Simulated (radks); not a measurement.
Values are calculated unless marked as measured or tabulated.
Question: Orbital eigenvalues (eV) of the vanadium ion V2+, [Ar] 3d3, of relativity; Dirac values are averaged over j with weights 2j + 1. Spin-unpolarised spherical Kohn-Sham, BLYP, point nucleus unless stated (finite: rms radius 3.6002 fm), a radial shooting solver on a logarithmic mesh with Libxc functionals. A level marked "c x" has the speed of light scaled by that factor and shares open shells by 2j + 1; other Dirac levels either fill j = l - 1/2 first or share by 2j + 1.

| shell | non-rel. |
|---|---|
| 1s | -5344.5 |
| 2s | -611.64 |
| 2p | -518.72 |
| 3s | -85.471 |
| 3p | -60.281 |
| 3d | -21.464 |

Give the values at the level "Dirac, c x 100".

Answer: 
shell  Dirac, c x 100  change of magnitude (%)
1s            -5344.5                    0.00
2s            -611.64                    0.00
2p            -518.72                    0.00
3s            -85.471                    0.00
3p            -60.281                    0.00
3d            -21.464                    0.00
